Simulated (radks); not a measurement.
Task: Excited configurations of neutral lutetium: one electron is placed in a higher orbital outside [Xe] 4f14 6s2. The ground configuration is [Xe] 4f14 5d1 6s2. Calculated with a radial shooting solver on a logarithmic mesh with Libxc functionals: scalar-relativistic Kohn-Sham, PBE, spin-unpolarised, spherical densities, point nucleus. Excitation = E - E(ground); binding = E(ion) - E, where the ion is the core of charge +1; n* = 1/sqrt(2 binding) in atomic units, and the quantum defect is n - n*.

| outer orbital | excitation (eV) | binding (eV) | n* | quantum defect | eigenvalue (eV) | <r> (bohr) |
|---|---|---|---|---|---|---|
| 5f | 4.329 | 0.926 | 3.833 | 1.167 | -0.428 | 16.84 |
| 6f | 4.606 | 0.650 | 4.575 | 1.425 | -0.367 | 28.30 |
| 7p | 3.534 | 1.721 | 2.811 | 4.189 | -0.988 | 11.81 |
| 7d | 4.282 | 0.974 | 3.738 | 3.262 | -0.551 | 20.11 |
| 7f | 4.780 | 0.475 | 5.351 | 1.649 | -0.290 | 42.16 |

Estimate the row for 7s.

Result: excitation (eV) 2.856; binding (eV) 2.400; n* 2.381; quantum defect 4.619; eigenvalue (eV) -1.408; <r> (bohr) 9.058. The Delta-SCF ionisation energy is 5.256 eV (NIST Atomic Spectra Database: 5.426 eV, measured). Self-interaction in the functional shifts the binding energies and quantum defects, so they are the method's values and not measured ones. Spin polarisation and multiplet splitting are left out, so open shells lie too high by an amount that depends on their filling. Spin-orbit splitting is averaged out at the scalar-relativistic level.

Beside tabulated values, note that spin-unpolarised runs miss the spin-polarisation part of the exchange energy of open shells.
